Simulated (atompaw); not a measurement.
germanium (Ge): one change to a PAW (atompaw) potential, before and after

- Element: Ge (Z = 32)
- Generator: atompaw 4.2.0.5
- Type: PAW
- Functional: LDA (PW92)
- Relativity: scalar-relativistic
- Frozen core: [Ar] 3d10
- Valence charge: 4
- Reference configuration: 4s1.75 4p2.25
- Partial waves: 4s (bound): rc 1.95 bohr; 4s channel at 3.4 Ry: rc 1.60 bohr; 4p (bound): rc 1.95 bohr; 4p channel at 2.05 Ry: rc 1.95 bohr; 4d channel at 0.1 Ry: rc 1.95 bohr; 4d channel at 0.6 Ry: rc 1.95 bohr
- Local potential: bessel scheme, radius 1.60 bohr
- Core correction: smooth core density matched at 1.95 bohr
- Augmentation charge: sinc compensation charge, radius 1.55 bohr; PAW radius 1.95 bohr; waves and projectors: custom rrkj vanderbiltortho

Change: wave 4p (bound): rc 1.95 bohr becomes 4p (bound): rc 1.38 bohr.

Cutoffs: the cutoffs (Ry, on a coarse ladder) from which the occupation-weighted sum of valence levels, in a spherical-Bessel basis at the reference potential, stays within 10 and 1 mRy of its value at 400 Ry; they do not see the model core or the augmentation charge, which bear on the density cutoff.

Question: What does the change do?

Answer: The potential gets harder (6 Ry and 12 Ry → 18 Ry and 35 Ry); both files keep a bound ghost (d).

| quantity | base | changed |
| --- | --- | --- |
| cutoff, loose | 6 Ry | 18 Ry |
| cutoff, tight | 12 Ry | 35 Ry |
| bound ghosts | d | d |
| s: phases at 1.95 bohr within 0.05 rad from the reference energy up to (Ry; the scan ends near 5) | to the end of the scan | to the end of the scan |
| p: phases at 1.95 bohr within 0.05 rad from the reference energy up to (Ry; the scan ends near 5) | to the end of the scan | to the end of the scan |
| d: phases at 1.95 bohr within 0.05 rad from the reference energy up to (Ry; the scan ends near 5) | 2.2 | 2.2 |
| lowest overlap eigenvalue by channel | s 0.66, p 0.64, d 0.92 | s 0.66, p 0.04, d 0.92 |

 A true bound ghost makes a file unfit for plane-wave use even where its test errors are small: the radial tests pick states by their node count and pass the ghost by. The cutoffs see the waves, projectors and local potential, not the compensation charge or the core.
